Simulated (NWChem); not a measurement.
Molecule: CH$_{3}$ISi, singlet; SMILES C[Si]I

```xyz
6

Si    -0.7593     1.5600    -0.0019
I      0.0235    -0.8136     0.0012
C      0.9318     2.4284    -0.0018
H      0.8011     3.5227    -0.0031
H      1.5266     2.1413    -0.8863
H      1.5260     2.1435     0.8836
```
Atoms are numbered in this order, from 1.

Level: PBE0/def2-SVP with def2 effective core potentials on I (NWChem), optimised geometry, unscaled harmonic frequencies. Low-valent species are run as closed-shell singlets; no triplet was tried in these runs. def2 effective core potentials on I; no spin-orbit coupling.

| frequency (cm⁻¹) | IR intensity (km/mol) |
|---|---|
| 64 | 0.0 |
| 189 | 2.2 |
| 341 | 54.8 |
| 563 | 0.4 |
| 658 | 65.6 |
| 759 | 21.7 |
| 1230 | 35.3 |
| 1396 | 4.7 |
| 1409 | 17.8 |
| 3036 | 0.4 |
| 3139 | 0.0 |
| 3154 | 4.0 |

- zero-point energy = 22.8 kcal/mol
- thermal correction to the enthalpy at 298.15 K (with zero-point energy) = 26.5 kcal/mol
- heat capacity Cv = 14.5 cal/(mol K)
- entropy at 298.15 K and 1 atm (symmetry number 1) = 76.3 cal/(mol K)

Rigid rotor and harmonic oscillator; modes under 100 cm⁻¹ make the entropy uncertain.
